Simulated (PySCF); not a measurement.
BrClH₃NSi, SMILES N[SiH](Cl)Br. Geometry optimised at B3LYP-D3(BJ)/def2-SVP. This is a generated structure with no PubChem entry under its InChIKey; it may be hypothetical. One conformer was computed; it need not be the lowest.

Computed equilibrium geometry at B3LYP-D3(BJ)/def2-SVP (PySCF confirms it by a frequency run) as bond lengths and angles (one conformer of several):
Atoms: Si1 N2 Cl3 Br4 H5 H6 H7. Bond lengths (Å): Si1–N2 1.709, Si1–Cl3 2.084, Si1–Br4 2.231, Si1–H5 1.477, N2–H6 1.017, N2–H7 1.016. Angles (°): N2–Si1–Cl3 114.8, N2–Si1–Br4 107.2, N2–Si1–H5 110.0, Cl3–Si1–Br4 107.3, Cl3–Si1–H5 106.7, Br4–Si1–H5 110.7, Si1–N2–H6 119.9, Si1–N2–H7 120.2, H6–N2–H7 111.7.
